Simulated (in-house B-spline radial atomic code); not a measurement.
Bi. Computed with a B-spline radial atomic code. Model: non-relativistic spherical atom: semilocal Troullier-Martins pseudo-atom, one channel per l, against all electrons, high spin, G0W0 and RPA with empty states to l = 8, local potential for every l without a channel, a model core (radius 0 = none) keeps its share of the functional.

The core holds an angular momentum without a channel of its own, so the local potential lets valence electrons into it.

Without relativity these are model numbers for so heavy an element.

What the tables leave out is listed at the end.

The pseudopotential gives back the lowest level of each angular momentum of its own functional in the configuration it was made in; a second state of the same l is only approximately right. Exact exchange, RPA and GW see the smooth pseudo-orbitals and miss the exchange with the core, for which the functional's share stands in. The column with an uncorrelated core keeps all orbitals and exact exchange, and so separates missing core correlation from pseudisation. Only the three outermost levels and the lowest empty one were computed. RPA here is direct RPA, with no exchange kernel, and its energies carry an (l + 1/2)⁻⁴ tail. A hybrid on a potential with a model core restores only its own semilocal share of the core's exchange.

Command:
```bash
python run_psgw.py task.json out
```
Settings (lengths in bohr, energies in hartree):
```
Z                      83
electrons              83
configuration          [Xe] 4f14 5d10 6s2 6p3
generated_in           [Xe] 4f14 5d10 6s2 6p3
functional             pbe,pbe
core_shells            12
radius_factor          1.15
core_correction        False
```

Time taken, with all properties: 68 s on 1 thread of Arm Neoverse N1, with other jobs on the host.

Given: made with PBE; model core radius 0 bohr; local radius 1.438 bohr; mean-field start PBE.

Valence shells of the generating configuration: 5d, 6s, 6p.

Channel: s 2.443, p 2.903, d 1.179 (radii in bohr).

Computed: largest level miss in the spin-unpolarised generating configuration 0 eV; valence RPA correlation energy all-electron orbitals -0.77615 hartree; all-electron RPA polarisability, core included 46.293 bohr³; pseudo-atom RPA polarisability 46.217 bohr³.

```
          level  occupied  mean-field all-electron (eV)  mean-field pseudo minus all (eV)  G0W0 all-electron (eV)  G0W0 uncorrelated core minus all (eV)  G0W0 pseudo minus all (eV)  exchange self-energy all-electron (eV)  exchange self-energy pseudo (eV)
          6p up         1                       -5.3391                            -0.008                 -8.5982                                  0.033                       -0.27                                 -14.166                           -13.535
6p down (empty)         0                       -3.5686                             0.034                 -1.4204                                  0.045                      -0.261                                 -4.3024                           -3.6431
```

What is the valence RPA correlation energy pseudo?

-1.1498 hartree.

Given: mean-field start PBE0.

Computed: valence RPA correlation energy all-electron orbitals -0.73211 hartree; valence RPA correlation energy pseudo -1.1001 hartree; all-electron RPA polarisability, core included 39.225 bohr³.

```
          level  occupied  mean-field all-electron (eV)  mean-field pseudo minus all (eV)  G0W0 all-electron (eV)  G0W0 uncorrelated core minus all (eV)  G0W0 pseudo minus all (eV)  exchange self-energy all-electron (eV)  exchange self-energy pseudo (eV)
          6p up         1                       -6.3458                            -0.105                 -8.8507                                  0.037                      -0.283                                 -14.214                           -13.904
        6s down         1                       -11.005                              0.03                  -13.66                                  0.097                      -0.364                                 -14.381                           -12.792
6p down (empty)         0                       -2.7085                             -0.03                 -1.1708                                  0.044                      -0.133                                 -3.9672                           -3.5288
```

What is the pseudo-atom RPA polarisability?

37.567 bohr³.

Given: mean-field start Hartree-Fock.

Computed: valence RPA correlation energy all-electron orbitals -0.62799 hartree; valence RPA correlation energy pseudo -0.97698 hartree; all-electron RPA polarisability, core included 29.844 bohr³.

```json
{"level": "6p up", "occupied": "1", "mean-field all-electron (eV)": "-8.7455", "mean-field pseudo minus all (eV)": "-0.68", "G0W0 all-electron (eV)": "-9.2223", "G0W0 uncorrelated core minus all (eV)": "0.039", "G0W0 pseudo minus all (eV)": "-0.158", "exchange self-energy all-electron (eV)": "-13.997", "exchange self-energy pseudo (eV)": "-14.761"}
{"level": "6s down", "occupied": "1", "mean-field all-electron (eV)": "-12.125", "mean-field pseudo minus all (eV)": "0.016", "G0W0 all-electron (eV)": "-13.804", "G0W0 uncorrelated core minus all (eV)": "0.103", "G0W0 pseudo minus all (eV)": "-0.041", "exchange self-energy all-electron (eV)": "-13.774", "exchange self-energy pseudo (eV)": "-12.689"}
{"level": "6s up", "occupied": "1", "mean-field all-electron (eV)": "-17.897", "mean-field pseudo minus all (eV)": "-0.697", "G0W0 all-electron (eV)": "-16.581", "G0W0 uncorrelated core minus all (eV)": "0.073", "G0W0 pseudo minus all (eV)": "-0.442", "exchange self-energy all-electron (eV)": "-19.251", "exchange self-energy pseudo (eV)": "-19.165"}
```

What is the pseudo-atom RPA polarisability?

25.157 bohr³.

Among the listed levels the largest G0W0 shift of the pseudo-atom is -0.44 eV, for 6s up on the Hartree-Fock start, while leaving the core uncorrelated moves that level by +0.07 eV. So pseudisation and the lost core exchange, not the missing core correlation, make the error. Not in the tables (levels of low weight, unsolved or above zero; the highest and the empty levels are kept at any weight): on PBE the G0W0 levels 6s down (pseudo minus all -0.37 eV, weights 0.72 and 0.76), 6s up (pseudo minus all -0.05 eV, weights 0.06 and 0.07); on PBE0 the G0W0 levels 6s up (pseudo minus all -0.85 eV, weights 0.03 and 0.12).
